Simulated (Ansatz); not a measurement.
Geometry optimisation, RHF/def2-SVP in Ansatz.

input.yaml

```yaml
crystal:
  periodic: [false, false, false]
  atoms:
    - { symbol: In, position_ang: [-1.17846, -1.848731, 0.304507] }
    - { symbol: O, position_ang: [-0.257556, 1.147111, -0.981648] }
    - { symbol: Cl, position_ang: [-1.291489, -1.467724, -2.222301] }
    - { symbol: Cl, position_ang: [1.102703, -0.870208, 2.752778] }
    - { symbol: H, position_ang: [0.538542, 1.537204, -1.331334] }
    - { symbol: Si, position_ang: [0.467854, 0.099223, 0.989326] }
    - { symbol: H, position_ang: [-0.621759, 0.589566, -1.670052] }
    - { symbol: H, position_ang: [1.329568, 1.290586, 0.955862] }
    - { symbol: H, position_ang: [0.851546, -0.865901, -0.049086] }
    - { symbol: H, position_ang: [-0.941048, 0.388773, 1.251947] }
basis:
  gaussian: { orbitals: def2-SVP }
hamiltonian:
  xc: hf
relax:
  f_tol: 0.03
  max_steps: 50
```

Launched with:

```bash
$ ansatz run input.yaml --threads 2 --pin off --max-ram 3072MiB --backend cpu --events-out ev --progress --plain --runs-dir out
```

Q: Where does it end, and by what steps?

A: It converged. The force dipped under the threshold on the way, but the program's further checks kept it going. After 16 steps the energy has fallen by 1.544 eV; In1 moved furthest, 1.95 Å. Parted: In1–Si6.

```tsv
step	energy less start (eV)	largest force component (eV/Å)	accepted
0	0.0000	2.679	yes
1	-0.6973	1.392	yes
2	-1.0634	0.752	yes
3	-1.2785	0.407	yes
4	-1.4102	0.336	yes
5	-1.4772	0.142	yes
6	-1.5144	0.089	yes
7	-1.5273	0.157	yes
8	-1.5335	0.085	yes
9	-1.5356	0.070	yes
10	-1.5402	0.081	yes
11	-1.5418	0.091	yes
12	-1.5427	0.098	yes
13	-1.5432	0.120	yes
14	-1.5437	0.012	yes
15	-1.5440	0.023	yes
16	-1.5442	0.028	yes
```

```xyz
10
Properties=species:S:1:pos:R:3
In -2.169 -3.077 -0.838
O -0.127 1.115 -1.108
Cl -1.912 -1.362 -2.616
Cl 1.526 -0.269 3.314
H 0.446 1.508 -1.749
Si 0.832 0.315 1.419
H -0.693 0.530 -1.598
H 1.495 1.590 1.117
H 1.228 -0.772 0.509
H -0.628 0.423 1.549
```

Time of the run: 45 s on 2 threads of Arm Neoverse V1 (shared host), peak memory 0.31 GiB.
